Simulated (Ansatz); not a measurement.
Species: HSe (charge -1, singlet). 
Geometry from a B3LYP-D3(BJ)/def2-TZVP (Ansatz, an electronic-structure program) optimisation:
```xyz
2

Se     0.0000     0.0000    -0.0422
H      0.0000     0.0000     1.4361
```
Charge -1, spin multiplicity 1.

Basis-set convergence of Hartree-Fock and MP2 correlation energies (hartree) with Ansatz. Valence correlation only, unless marked. Spin-orbit coupling is left out. The frozen core is the preceding noble-gas configuration, with the filled d and f shells of earlier blocks. No relativistic terms.

| basis | functions | E(HF) | E(corr, MP2) |
|---|---|---|---|
| def2-SVPD | 49 | -2400.16098 | -0.13868 |
| def2-TZVPPD | 74 | -2400.45478 | -0.17095 |
| def2-QZVPPD | 131 | -2400.50167 | -0.18629 |

Extrapolating the two largest sets (X = 3 and 4) as X^-3: E(corr) = (64·(-0.18629) - 27·(-0.17095))/37 = -0.1975 Eh, an estimate of the basis-set limit. The largest set recovers 94.3 % of it, the smallest 70.2 %.
